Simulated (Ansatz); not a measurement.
Reactions of C2H9FSi2 (`F[SiH2]CC[SiH3]`).

Computed with Ansatz on PBE0-D4/def2-TZVP structures; ΔE is electronic, products minus reactants. CCSD(T)/CBS adds triple-zeta CCSD(T) − MP2 to the extrapolated MP2 energy (def2 sets, frozen cores). This one scheme is used for every species. One conformer a species, not always the lowest.

Q: Order these by ΔE at CCSD(T)/CBS, lowest first. (Best estimate.)
A. `F[SiH2]CC[SiH3]` → `C[SiH]([SiH3])CF`
B. `F[SiH2]CC[SiH3]` → `CC[SiH](F)[SiH3]`
C. `F[SiH2]CC[SiH3]` → `CC[SiH2][SiH2]F`
D. `F[SiH2]CC[SiH3]` → `CC(F)([SiH3])[SiH3]`
E. `F[SiH2]CC[SiH3]` + H₂O → `O[SiH2]CC[SiH3]` + H–F
F. `F[SiH2]CC[SiH3]` + `O[SiH](O)O` → `O[SiH](O)O[SiH2]F` + `CC[SiH3]`
G. `F[SiH2]CC[SiH3]` + H–F → `FCC[SiH3]` + `F[SiH3]`
H. `F[SiH2]CC[SiH3]` + HCl → `[SiH3]CC[SiH2]Cl` + H–F

A: F (-134.3 kJ/mol), B (-6.2 kJ/mol), C (+3.8 kJ/mol), H (+30.9 kJ/mol), E (+43.0 kJ/mol), G (+78.8 kJ/mol), A (+187.4 kJ/mol), D (+235.1 kJ/mol).

Largest T1 diagnostic: 0.012, for `CC(F)([SiH3])[SiH3]`.
